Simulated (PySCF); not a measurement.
Precursor series W Cl-OH. Isolated molecules, 0 K electronic values unless said otherwise. One relaxed conformer stands for each flexible species; it need not be the lowest.

The LUMO from two functionals at the same geometries (BP86-D3(BJ)/def2-SVP), both in PySCF: PBE-D3(BJ)/def2-TZVP and TPSSh-D3(BJ)/def2-TZVP. 

| species | PBE-D3(BJ)/def2-TZVP (eV) | TPSSh-D3(BJ)/def2-TZVP (eV) |
|---|---|---|
| 0 of 6 Cl replaced by OH ([W(Cl)6]) | -5.76 | -5.64 |
| 1 of 6 Cl replaced by OH ([W(Cl)5(OH)]) | -5.49 | -5.37 |
| 2 of 6 Cl replaced by OH | -5.19 | -5.06 |
| 4 of 6 Cl replaced by OH ([W(Cl)2(OH)4]) | -4.48 | -4.26 |
| 5 of 6 Cl replaced by OH ([W(Cl)(OH)5]) | -3.70 | -3.43 |
| 6 of 6 Cl replaced by OH ([W(OH)6]) | -3.47 | -3.18 |

Over these rows, drawn at random from the members with no instability flagged (it was tested for open shells, ions and some series alone), PBE minus TPSSh-D3(BJ): mean -0.19 eV, from -0.29 eV to -0.11 eV.
